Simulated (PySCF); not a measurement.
Structure problem from calculated spectra and properties.

Formula: C8H10ClF.

| Property | Result |
| --- | --- |
| Dipole | 1.85 D [PBE0/pcSseg-1] |
| NMR, other nuclei | isotropic shieldings of nuclei other than C and H, by class: 420 (1 F), 826 (1 Cl) ppm [GIAO PBE0/pcSseg-1] |
| 1H NMR | chemical shifts (computed TMS as zero) by class: 4.86 (2 H), 4.22 (2 H), 3.01 (1 H), 2.73 (2 H), 2.34 (3 H) ppm [GIAO PBE0/pcSseg-1] |
| 13C NMR | chemical shifts (computed TMS as zero) by class: 156.6 (1 C), 126.2 (1 C), 92.6 (1 C), 88.7 (1 C), 85.7 (1 C), 50.2 (1 C), 39.6 (1 C), 25.4 (1 C) ppm [GIAO PBE0/pcSseg-1] |
| Rotational structure | rotational constants A, B, C: 1.222, 0.838, 0.612 GHz [GFN2-xTB] |

Electronic properties: PySCF, gas phase, density fitting. Levels stand in brackets. Isolated species at its GFN2-xTB geometry (one conformer only). Each NMR value is the plain mean over a class of atoms that symmetry, rotation or inversion makes alike.

Problem. Propose a structure and show how it fits.

Solution. Numbering: `[CH:1]#[C:2]/[C:3]([CH2:4][CH2:5][F:6])=[C:7](\[CH3:8])[CH2:9][Cl:10]`. Its formula, C8H10ClF, gives 3 degrees of unsaturation: 0 rings and 3 π bonds in the structure found. 8 carbons fall into 8 classes; from least to most shielded: fully substituted alkene carbon [C7] (156.6 ppm), fully substituted alkene carbon [C3] (126.2 ppm), terminal alkyne carbon [C1] (92.6 ppm), alkyne carbon [C2] (88.7 ppm), sp3 C–F carbon [C5] (85.7 ppm), sp3 C–Cl carbon [C9] (50.2 ppm), allylic carbon [C4] (39.6 ppm), allylic carbon [C8] (25.4 ppm). Hydrogen classes from least to most shielded: 2 H on an sp3 C–F carbon, C5 (4.86 ppm), 2 H on an sp3 C–Cl carbon, C9 (4.22 ppm, a mean of values up to 1.0 ppm apart in this geometry), 1 H on a terminal alkyne carbon, C1 (3.01 ppm), 2 H on an allylic carbon, C4 (2.73 ppm, a mean of values up to 1.2 ppm apart in this geometry), 3 H on an allylic carbon, C8 (2.34 ppm, a mean of values up to 1.1 ppm apart in this geometry). The other shieldings belong to: 420 ppm, alkyl fluorine [F6]; 826 ppm, alkyl chlorine [Cl10]. The optimised geometry has point group C1 and is an asymmetric top. Structure: `C#C/C(CCF)=C(\C)CCl`. Computed isomers that give other values at the same levels: `CC(C)=C(C#CCF)CCl` (13C chemical shifts (computed TMS as zero) by class: 166.0 (1 C), 121.2 (1 C), 96.9 (1 C), 96.8 (1 C), 74.0 (1 C), 51.7 (1 C), 28.9 (1 C), 20.9 (1 C) ppm). The assignments are read from this structure; whether some other isomer fits the data as well wasn't checked.

The values belong to the conformer `[CH:1]#[C:2]/[C:3]([CH2:4][CH2:5][F:6])=[C:7](\[CH3:8])[CH2:9][Cl:10]`: C2–C3–C4–C5 -83°, C3–C4–C5–F6 -68°, C3–C7–C9–Cl10 82°.
